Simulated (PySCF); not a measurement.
Gas-phase reaction: 2 GeHCl3 + GeH4 = 6 Cl + 3 GeH2. Level: ωB97M-V/def2-TZVP†; standard pressure 1 bar.

Energies from PySCF, thermal terms from the rigid-rotor harmonic-oscillator model, ideal gas at 1 bar. † marks an energy on the PBE0/def2-TZVP geometry and frequencies. Open shells (unrestricted): Cl (multiplicity 2, electronic degeneracy 6); the rest are closed-shell singlets. Spin-orbit splitting is ignored; it lowers the true energy and changes the entropy of Cl. Ge: all electrons, no relativistic terms. GeH2: computed as isolated molecules; such fragments, hydroxides, amides, oligomers or adducts are transient or little studied in the gas. The harmonic model lacks anharmonicity and excited electronic states, which grow with temperature; levels with a mode under 35 cm⁻¹ are left out.

| T (K) | 1000/T (1/K) | log10 K |
|---|---|---|
| 1200 | 0.8333 | -52.03 |
| 1400 | 0.7143 | -38.72 |
| 1600 | 0.6250 | -28.75 |
| 1800 | 0.5556 | -21.00 |
| 2000 | 0.5000 | -14.82 |
| 2500 | 0.4000 | ? |

Task: Fit log10 K = a + b·(1000/T) to the five rows, get the mean ΔH° and ΔS°, and predict log10 K at 2500 K.

Result: Means: 1000/T = 0.6456, log10 K = -31.064. Sums of products about the means: Sxy = -7.77984, Sxx = 0.069675, so b = Sxy/Sxx = -111.66 and a = -31.064 − (-111.66)×0.6456 = 41.03.
ΔH° = −R ln 10 × 1000 K × b = −19.145 × (-111.66) = 2138 kJ; ΔS° = R ln 10 × a = 786 J/K. The run's own values go from 2144 kJ and 790 J/K at 1200 K to 2117 kJ and 775 J/K at 2500 K.
Prediction at 2500 K: 41.03 + (-111.66)×0.4000 = -3.63. The computed value is -3.74, 0.11 from the line.
For scale, ΔH°(298 K) is 2150 kJ at this level, 2171 kJ at ωB97X-V/def2-TZVP†, and runs from 1551 to 2505 kJ over the 20 levels computed.
